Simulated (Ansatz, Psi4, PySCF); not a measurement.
S2 (SMILES S=S), triplet, at a GFN2-xTB geometry. Base run: PySCF with CCSD(T)/def2-SVP.

Here is a job for PySCF.
```python
from pyscf import gto, scf, cc

mol = gto.M(
    atom='''
S    -0.000000   -0.000000   -0.950021
S     0.000000    0.000000    0.950021
''',
    basis='def2-svp',
    charge=0,
    spin=2,
    verbose=4,
)

mf = scf.UHF(mol)
mf.kernel()

mycc = cc.CCSD(mf)
mycc.kernel()
et = mycc.ccsd_t()
print('E(CCSD(T)) = %.10f' % (mycc.e_tot + et))
```

The same geometry, method and basis name were run in Ansatz (a program for electronic structure) and Psi4 and PySCF, at each program's defaults and at the settings that a row names. The base is PySCF at its defaults. Differences at the defaults can come from grids, fitting, cores and function types together.

| code and settings | ΔE vs base (mEh) | basis functions | E (Eh) | SCF cycles |
|---|---|---|---|---|
| PySCF, defaults (exact integrals, spherical functions, all electrons correlated) | 0.000 | 36 | -795.08421 | 9 |
| Psi4, defaults (exact integrals, spherical functions, all electrons correlated) | 0.000 | 36 | -795.08421 | 11 |
| Ansatz, defaults (factorised integrals, spherical functions, frozen core) | 16.192 | 36 | -795.06802 | - |
| PySCF, frozen core | 16.188 | 36 | -795.06802 | 9 |
| Psi4, exact integrals, spherical functions, frozen core | 16.188 | 36 | -795.06802 | 11 |
| Ansatz, high accuracy, frozen core | 16.188 | 36 | -795.06802 | - |

Open shells are given as the SCF converged; they aren't shown to be the lowest states, and a large step between rows can be another state.
